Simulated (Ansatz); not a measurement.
Cartesian coordinates (Å):
```xyz
7

B      0.9375     0.1087    -0.1210
C     -0.4783    -0.5270    -0.1194
N     -1.4894     0.1244     0.3055
H      1.6349     0.0204     0.8462
H      1.3042     0.7537    -1.0587
H     -0.6756    -1.5450    -0.4769
H     -1.2334     1.0649     0.6242
```
Charge +1, spin multiplicity 2.

All values below come from Ansatz (a quantum-chemistry and plane-wave program) with frozen-core CCSD(T)/cc-pVTZ // PBE0-D3(BJ)/def2-TZVP. The geometry is that of the parent before the electron was removed.

```json
{
  "HF energy": "-118.99595 Ha",
  "MP2 correlation energy": "-0.40351 Ha"
}
```

Q: Estimate the CCSD correlation energy, the (T) correction, the total energy and the T1 diagnostic.

A: 
The CCSD correlation energy is -0.44745 Ha. The (T) correction comes out as -0.01910 Ha and the CCSD(T) total energy is -119.46250 Ha. The T1 diagnostic is 0.040.
